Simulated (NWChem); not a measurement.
Correlation energy of Al2

```xyz
2

Al     0.0000     0.0000     1.2411
Al     0.0000     0.0000    -1.2411
```
Charge 0, spin multiplicity 3.

All runs are NWChem calculations. Structure: optimised with UPBE0/def2-SVP, a minimum by its harmonic frequencies.

Basis set: def2-SVP. Each correlation energy counts from its own Hartree-Fock reference.

The correlated methods keep 10 core orbitals frozen. This spin state was chosen for the runs; another may lie lower. The structure started from a generated list of species. The unpaired electrons of the parent sit in orbitals of symmetry b2u and b3u (D2h labels of the run); other states weren't searched. No SCF solution was tested for a lower state. Open-shell Hartree-Fock references start from PBE0 orbitals. No row is a measurement; the coupled-cluster row has its own basis-set and correlation limits.

Q: For the correlation energy, CCSD on UHF gives -112.1 mHa and CCSD on ROHF gives -115.5 mHa. What do CCSD[T] on ROHF, CCSD(T) on ROHF, SCS-UMP2 give?

A: CCSD[T] on ROHF: -123.7 mHa; CCSD(T) on ROHF: -123.4 mHa; SCS-UMP2: -87.5 mHa.
